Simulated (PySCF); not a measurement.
**Excitation energy of Cl²⁺ by level of theory**

Cl²⁺ [Ne] 3s2 3p3 (4S) → Cl²⁺ [Ne] 3s1 3p4 (4P), as a difference of total energies. All numbers are calculated (PySCF 2.14, the non-relativistic Hamiltonian (point nucleus), in dyall-av2z (13s9p2d, 50 functions)). Correlated levels: valence: [Ne] frozen; virtual orbitals above 40 to 60 times the deepest correlated orbital energy dropped. The calculations carry no spin-orbit coupling.

```
           method  excitation energy (cm⁻¹)
              UHF                    104120
              LDA                    101830
              PBE                    101040
             PBE0                    102410
           r2SCAN                     98965
             BP86                    100070
          r2SCANh                     99644
           revPBE                    100120
            B3LYP                    102480
    MP2 (valence)                    103530
SCS-MP2 (valence)                    103390
```

A first-order spin-orbit estimate (lowest level to lowest level, LS coupling) adds -0.046 eV.
